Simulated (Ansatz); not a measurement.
Reactions of Cl₃H₃OSi₂ (`[SiH3]O[Si](Cl)(Cl)Cl`).

Computed with Ansatz on PBE0-D4/def2-TZVP structures; ΔE is electronic, products minus reactants. CCSD(T)/CBS is the MP2 limit (def2-TZVPP, def2-QZVPP) plus CCSD(T) − MP2 in def2-TZVPP, frozen cores. This one scheme is used for every species. For Ga outer-core shells are correlated without core-valence functions, which leaves a few kJ/mol of doubt a bond. Scalar relativity is left out up to krypton. Each species was taken in one conformer, which may not be the lowest.

Question: Order these by ΔE at CCSD(T)/CBS, lowest first. (Estimate.)
A. `[SiH3]O[Si](Cl)(Cl)Cl` → `O[SiH](Cl)[SiH](Cl)Cl`
B. `[SiH3]O[Si](Cl)(Cl)Cl` + H₂ → `[SiH3]O[SiH](Cl)Cl` + HCl
C. `[SiH3]O[Si](Cl)(Cl)Cl` + H–F → `F[Si](Cl)(Cl)Cl` + `O[SiH3]`
D. `[SiH3]O[Si](Cl)(Cl)Cl` + `[CH3][Ga]([CH3])[F]` → `F[Si](Cl)(Cl)Cl` + `[CH3][Ga]([CH3])[O][SiH3]`
E. `[SiH3]O[Si](Cl)(Cl)Cl` + `FB(F)[SiH3]` → `FB(F)[Si](Cl)(Cl)Cl` + `[SiH3]O[SiH3]`

Answer: C (-8.4 kJ/mol), D (+2.1 kJ/mol), E (+28.9 kJ/mol), B (+73.5 kJ/mol), A (+120.3 kJ/mol).

Largest T1 diagnostic: 0.014, for `FB(F)[SiH3]`.
